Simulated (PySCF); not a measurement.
Molecule: SMILES CCCCCOCC, C₇H₁₆O.

Cartesian coordinates in Å; atom numbers follow the order of the lines, from 1:
```xyz
24

C    -3.301    1.103    0.133
C    -2.443    0.029   -0.517
C    -0.960    0.370   -0.534
C    -0.096   -0.697   -1.190
C     1.383   -0.377   -1.158
O     1.806   -0.325    0.176
C     3.167   -0.051    0.363
C     3.527    1.413    0.177
H    -2.997    1.275    1.178
H    -4.367    0.828    0.136
H    -3.207    2.064   -0.398
H    -2.586   -0.930    0.011
H    -2.789   -0.147   -1.552
H    -0.600    0.528    0.496
H    -0.810    1.332   -1.058
H    -0.252   -1.665   -0.685
H    -0.399   -0.838   -2.242
H     1.957   -1.151   -1.711
H     1.565    0.587   -1.676
H     3.399   -0.361    1.395
H     3.781   -0.685   -0.309
H     2.907    2.043    0.834
H     3.377    1.750   -0.859
H     4.584    1.584    0.432
```

Geometry PBE0-D3(BJ)/def2-SVP throughout; GIAO in PySCF, gas phase, one conformer, non-relativistic; equivalent atoms averaged; basis pcSseg-1.

Problem. How do the shifts δ (against TMS at the same level) depend on the functional? (a selection of nuclei; ppm; last column core-seconds on shared hosts with different chips, so compare them loosely)

Solution. 
```csv
functional,kind,C7,C4,C2,C1,H20/H21,H18/H19,H22/H23/H24,H14/H15,H12/H13,core-s
HF,Hartree–Fock,59.2,31.1,24.0,16.6,3.19,2.87,1.16,1.09,1.00,19
BLYP,GGA,71.4,37.6,30.6,18.0,3.69,3.43,1.13,1.32,1.24,54
KT2,GGA,68.8,35.5,28.7,17.1,3.67,3.43,1.11,1.28,1.22,54
KT3,GGA,67.8,35.3,29.2,17.8,3.60,3.35,1.11,1.28,1.21,42
B97-D,GGA,69.1,35.8,29.2,17.9,3.66,3.42,1.14,1.31,1.23,53
B3LYP,global hybrid,68.7,35.9,28.7,17.5,3.55,3.27,1.13,1.26,1.18,36
PBE0,global hybrid,66.8,34.2,27.0,16.8,3.51,3.23,1.11,1.22,1.14,48
mPW1PW91,global hybrid,66.8,34.1,26.9,16.9,3.50,3.21,1.11,1.22,1.13,34
wB97X-D,range-separated hybrid,66.3,33.7,26.2,16.8,3.46,3.19,1.11,1.20,1.10,43
```

Problem. Which nucleus among those listed moves most, in ppm?

Solution. C7 (sp3 CH2 bonded to O): from 59.2 ppm with HF to 71.4 ppm with BLYP. The smallest spread is 0.05 ppm, at H22/H23/H24. Proton shifts span only some 12 ppm, so a few tenths of a ppm matter as much there as several ppm in carbon.
